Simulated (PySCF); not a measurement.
## Worked example: chemical shift, span and skew from a shielding tensor

C5H5Cl, SMILES CC#C/C=C\Cl. Atoms are numbered in the order given.

```xyz
11

C     -3.1525     0.4694     0.6593
C     -1.7935    -0.0366     0.7079
C     -0.6515    -0.4518     0.7383
C      0.6721    -0.9529     0.7955
C      1.6902    -0.5772     0.0039
Cl     1.5527     0.5996    -1.2366
H     -3.3950     1.0434     1.5679
H     -3.2957     1.1333    -0.2073
H     -3.8807    -0.3533     0.5800
H      0.8967    -1.7159     1.5495
H      2.6891    -1.0061     0.1029
```
Charge 0, spin multiplicity 1.

The structure is a stationary point at PBE0-D3(BJ)/def2-SVP. The structure was generated by enumeration; whether it is a known compound was not checked.

GIAO shieldings from HF/pcSseg-1 (PySCF), non-relativistic, no solvent. The symmetric part of the tensor of C1 has the principal values 181.6, 182.0, 196.6 ppm. The same nucleus in TMS has σ = 192.6 ppm at this level (PySCF, at its B3LYP-D3(BJ)/def2-TZVP geometry). Without spin–orbit terms, shifts of atoms bonded to Cl or Br come out too high.

### Question
Work out the isotropic shielding, the ¹³C shift against TMS, the span and the skew.

### Answer

σ(iso) = (σ11 + σ22 + σ33)/3 = 186.7 ppm. δ = σ(ref) − σ(iso) = 192.6 − (186.7) = 5.9 ppm.
Span Ω = σ33 − σ11 = 15.0 ppm. Skew κ = 3(σ(iso) − σ22)/Ω = 0.95. Tumbling in solution averages the tensor to δ; in a static solid the shielding alone would spread this spin-1/2 line over Ω.
